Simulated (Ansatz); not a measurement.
Reaction (isomerisation): `COB(C)OC` → `CC(C)B(O)O`

Gas-phase electronic energies from Ansatz, PBE0-D4/def2-TZVP geometries. CBS: MP2 limit from def2 TZ/QZ plus the TZ coupled-cluster correction, frozen cores. DFT in def2-TZVPP. B3LYP here is the variant with VWN-RPA as its local correlation; programs differ in this. Each species was taken in one conformer, which may not be the lowest.

Q: Is it downhill or uphill in electronic energy at CCSD(T)/CBS, and by how much? (Best estimate.)

A: Ansatz gave: Downhill: ΔE = -23.5 kcal/mol.

Q: What do these levels give: B3LYP-D4, r2SCAN, MP2/def2-TZVPP, CCSD/def2-TZVPP, MP2/def2-QZVPP, CCSD/CBS(def2)? (Estimate.)

A: Ansatz gave: B3LYP-D4 -19.5, r2SCAN -21.5, MP2/def2-TZVPP -25.3, CCSD/def2-TZVPP -22.5, MP2/def2-QZVPP -25.6, CCSD/CBS(def2) -23.1 kcal/mol.

Largest T1 diagnostic among the species: 0.012.

In def2-TZVPP, CCSD(T) changes the Hartree–Fock value by −5.2 kcal/mol (the triples alone add −0.3 kcal/mol) and MP2 by −7.6 kcal/mol. From PBE to PBE0 (25 % exact exchange), in def2-TZVPP and without D4, ΔE moves by −1.0 kcal/mol. The D4 term adds −0.8 kcal/mol with B3LYP and −0.4 kcal/mol with PBE0; it sums over pairs of atoms, weighted by their polarisabilities, and B3LYP, whose exchange is more repulsive, gets the larger term.
